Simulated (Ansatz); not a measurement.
Wavefunction ladder for `NCBF`

```xyz
9

N     0.469    0.281    1.221
C    -0.249   -0.419    0.177
B     0.103    0.007   -1.276
F     0.828    1.095   -1.494
H     0.019    0.187    2.121
H     0.554    1.267    1.016
H    -1.355   -0.329    0.224
H    -0.075   -1.502    0.253
H    -0.294   -0.588   -2.240
```

The species carries charge 0 and has multiplicity 1. All single points use the PBE0-D4/def2-TZVP geometry. It is one conformer, not always the lowest. Frozen core, restricted reference, the Gaussian-basis code of Ansatz. CBS rows extrapolate triple and quadruple zeta; past MP2 they add the triple-zeta difference.

```
     basis     HF (Eh)  MP2 corr.  CCSD corr.       (T)  CCSD(T) total
  def2-SVP           ?   -0.57909    -0.61628  -0.01420              ?
def2-TZVPP  -219.49067          ?           ?  -0.02604              ?
def2-QZVPP  -219.50121   -0.79329           –         –              –
 CBS(def2)           ?   -0.83577    -0.86463     as TZ              ?
```

Q: Fill in the withheld values. (Best estimate.)

A: Ansatz gave: def2-SVP HF (Eh): -219.22674; def2-SVP CCSD(T) total: -219.85722; def2-TZVPP MP2 corr.: -0.73594; def2-TZVPP CCSD corr.: -0.76481; def2-TZVPP CCSD(T) total: -220.28152; CBS(def2) HF (Eh): -219.50266; CBS(def2) CCSD(T) total: -220.39333.
